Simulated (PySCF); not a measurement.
Species: C₅H₄F₂S.
InChI=1S/C5H4F2S/c6-5(7)4-1-2-8-3-4/h1-3,5H

Torsions of this conformer, `[F:1][CH:2]([F:3])[c:4]1[cH:5][cH:6][s:7][cH:8]1`: F1–C2–C4–C5 125°.

The closed-shell ground state was solved at several levels (PySCF, density fitting, gas phase, non-relativistic). Geometry: GFN2-xTB, one conformer, isolated molecule.

```tsv
level	basis functions	total energy (Eh)	HOMO (eV)	LUMO (eV)	gap (eV)	dipole (D)
CAM-B3LYP/def2-SVPD	205	-790.2671	-8.63	0.05	8.68	2.45
PBE0/pcSseg-1	163	-790.1910	-7.35	-0.95	6.40	2.32
```

What might PBE0/def2-SVPD (205 basis functions) give for the same quantities?

Total energy -789.8601 Eh, HOMO -7.38 eV, LUMO -1.03 eV, gap 6.35 eV, dipole 2.37 D.

Over all these levels, which gives the widest orbital gap and which the narrowest?

CAM-B3LYP/def2-SVPD (range-separated hybrid) has the widest, 8.68 eV, and PBE0/def2-SVPD (global hybrid, 25 % exact exchange) the narrowest, 6.35 eV. The two share the basis. From the narrowest to the widest the HOMO moves by -1.25 eV and the LUMO by +1.08 eV.

How far do the dipole and the HOMO energy spread over the levels?

The dipole runs from 2.32 to 2.45 D (mean 2.38 D) and the HOMO from -8.63 to -7.35 eV.
